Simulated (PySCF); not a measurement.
**Pb⁶⁶⁺: ionisation energy**

Pb⁶⁶⁺ [Ne] 3s2 3p4 [3p1/2^2 3p3/2^2, M_J = 2] → Pb⁶⁷⁺ [Ne] 3s2 3p3 [3p1/2^2 3p3/2^1, M_J = 3/2], as a difference of total energies. Calculation: PySCF 2.14, in an even-tempered Gaussian basis (17 s from 23 bohr⁻², ratio 2.4; 14 p from 29 bohr⁻², ratio 2.4; 4 d from 100 bohr⁻², ratio 2.6; 4 f from 150 bohr⁻², ratio 2.6); the two-component X2C-1e Hamiltonian. Correlated levels: 1s2 frozen; the 46 highest virtual spinors dropped. "Screened" scales the spin-orbit matrix elements by Boettger's factors to mimic the two-electron term; Breit and QED terms are absent.

| method | ionisation energy (eV) |
| --- | --- |
| GHF (spin-free) | 7800.3 |
| GMP2 (spin-free) | 7801.8 |
| GHF (screened spin-orbit) | 7654.1 |
| GMP2 (screened spin-orbit) | 7654.7 |

Breit and QED terms and the two-electron picture change are absent.

The spin-free rows relax to the high-spin LS determinant and lack the spin-orbit shift.

The labels give the starting determinants; with spin-orbit coupling the two ends relaxed to ⟨J²⟩ = 6.00, ⟨L²⟩ = 3.34, ⟨S²⟩ = 1.42 and ⟨J²⟩ = 3.75, ⟨L²⟩ = 2.64, ⟨S²⟩ = 1.50.

For comparison: 7650 ± 40 eV (theoretical estimate listed by NIST; NIST Atomic Spectra Database, ionization energies).
